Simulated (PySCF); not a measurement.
SMILES [SiH2]([SiH2]c1cccs1)CC (GFN2-xTB optimised geometry):

```
21

C     -0.886    -0.272    -3.630
C     -2.344    -0.400    -3.204
Si    -2.676    -1.948    -2.136
Si    -1.624    -1.811    -0.072
C     -0.435    -0.358     0.000
C      0.929    -0.358     0.000
C      1.502     0.932     0.000
C      0.565     1.913    -0.005
S     -1.030     1.275    -0.007
H     -0.736     0.619    -4.238
H     -0.231    -0.201    -2.764
H     -0.579    -1.137    -4.215
H     -2.972    -0.424    -4.096
H     -2.631     0.496    -2.649
H     -4.134    -2.076    -1.994
H     -2.238    -3.122    -2.908
H     -0.794    -2.976     0.266
H     -2.562    -1.624     1.045
H      1.506    -1.265     0.002
H      2.562     1.118     0.004
H      0.707     2.976    -0.005
```

Method: CAM-B3LYP/def2-SVP (PySCF).

**Question.** What are the frontier orbital energies and the dipole moment?

**Answer.** HOMO-2 -9.55 eV, HOMO-1 -8.52 eV, HOMO -7.99 eV, LUMO 0.43 eV, LUMO+1 1.15 eV; dipole moment 1.17 D.

Meta-Löwdin charges at CAM-B3LYP/def2-SVP: C1 -0.28, C2 -0.38, Si3 0.39, Si4 0.39, C5 -0.33, C6 -0.12, C7 -0.13, C8 -0.23, S9 0.25, H10 0.09, H11 0.10, H12 0.09, H13 0.10, H14 0.10, H15 -0.10, H16 -0.10, H17 -0.09, H18 -0.09, H19 0.11, H20 0.11, H21 0.13.
